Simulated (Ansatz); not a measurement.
`O=CB(O)[SiH3]` → `OC[SiH]1BO1`  (isomerisation)

Computed with Ansatz on PBE0-D4/def2-TZVP structures; ΔE is electronic, products minus reactants. CCSD(T)/CBS is the MP2 limit (def2-TZVPP, def2-QZVPP) plus CCSD(T) − MP2 in def2-TZVPP, frozen cores. Functionals use def2-TZVPP. One conformer a species, not always the lowest.

```
             level  ΔE (kcal/mol)
            PBE-D4            2.8
         r2SCAN-D4            1.7
            r2SCAN            1.7
SCS-MP2/def2-QZVPP            3.6
```

(1) What does CCSD(T)/CBS give? (Estimate.)

Largest T1 diagnostic among the species: 0.016.

Results:

(1) Ansatz gave: +3.5 kcal/mol. The listed levels differ from it by -0.7, -1.8, -1.8, 0.1 kcal/mol.

In def2-TZVPP, CCSD(T) changes the Hartree–Fock value by −6.4 kcal/mol (the triples alone add −0.5 kcal/mol) and MP2 by −9.5 kcal/mol.
